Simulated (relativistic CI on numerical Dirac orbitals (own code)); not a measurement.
Ligand-field terms of d2

Computed with a parametric ligand-field model of a d^n configuration (Racah B and C, spin-orbit zeta, crystal field), exact diagonalisation.

Field parameters in Wybourne normalisation: Td as Oh with Dq negative (B⁴₀ = 21Dq, B⁴₄ = √(5/14) B⁴₀). The field is a parameter set, without covalency.

Q: Ground term and bands for B = 550, C = 2260, ζ = 0 cm⁻¹, Td, 10Dq = -8470 cm⁻¹?

A: Ground term 3A2 with 2.00 electrons in the two orbitals of the cubic e set. Spin-allowed: 3T2 8470 cm⁻¹ (1181 nm), 3T1 13090 cm⁻¹ (764 nm), 3T1 20570 cm⁻¹ (486 nm). Lowest spin-forbidden: 1E 8715 cm⁻¹ (1147 nm), 1A1 14922 cm⁻¹ (670 nm), 1T2 17004 cm⁻¹ (588 nm). With an A2 ground term the first spin-allowed band lies at |10Dq| itself.

Q: Ground term and bands for B = 550, C = 2260, ζ = 0 cm⁻¹, Td, 10Dq = -7980 cm⁻¹?

A: Ground term 3A2 with 2.00 electrons in the two orbitals of the cubic e set. Spin-allowed: 3T2 7980 cm⁻¹ (1253 nm), 3T1 12464 cm⁻¹ (802 nm), 3T1 19726 cm⁻¹ (507 nm). Lowest spin-forbidden: 1E 8703 cm⁻¹ (1149 nm), 1A1 14809 cm⁻¹ (675 nm), 1T2 16494 cm⁻¹ (606 nm). With an A2 ground term the first spin-allowed band lies at |10Dq| itself.

Q: Ground term and bands for B = 550, C = 2260, ζ = 0 cm⁻¹, Td, 10Dq = -6000 cm⁻¹?

A: Ground term 3A2 with 2.00 electrons in the two orbitals of the cubic e set. Spin-allowed: 3T2 6000 cm⁻¹ (1667 nm), 3T1 9783 cm⁻¹ (1022 nm), 3T1 16467 cm⁻¹ (607 nm). Lowest spin-forbidden: 1E 8637 cm⁻¹ (1158 nm), 1A1 14263 cm⁻¹ (701 nm), 1T2 14406 cm⁻¹ (694 nm). With an A2 ground term the first spin-allowed band lies at |10Dq| itself.

Q: Ground term and bands for B = 550, C = 2260, ζ = 0 cm⁻¹, Td, 10Dq = -6490 cm⁻¹?

A: Ground term 3A2 with 2.00 electrons in the two orbitals of the cubic e set. Spin-allowed: 3T2 6490 cm⁻¹ (1541 nm), 3T1 10471 cm⁻¹ (955 nm), 3T1 17249 cm⁻¹ (580 nm). Lowest spin-forbidden: 1E 8657 cm⁻¹ (1155 nm), 1A1 14413 cm⁻¹ (694 nm), 1T2 14927 cm⁻¹ (670 nm). With an A2 ground term the first spin-allowed band lies at |10Dq| itself.

Q: Ground term and bands for B = 550, C = 2260, ζ = 0 cm⁻¹, Td, 10Dq = -9460 cm⁻¹?

A: Ground term 3A2 with 2.00 electrons in the two orbitals of the cubic e set. Spin-allowed: 3T2 9460 cm⁻¹ (1057 nm), 3T1 14318 cm⁻¹ (698 nm), 3T1 22312 cm⁻¹ (448 nm). Lowest spin-forbidden: 1E 8735 cm⁻¹ (1145 nm), 1A1 15129 cm⁻¹ (661 nm), 1T2 18030 cm⁻¹ (555 nm). With an A2 ground term the first spin-allowed band lies at |10Dq| itself.
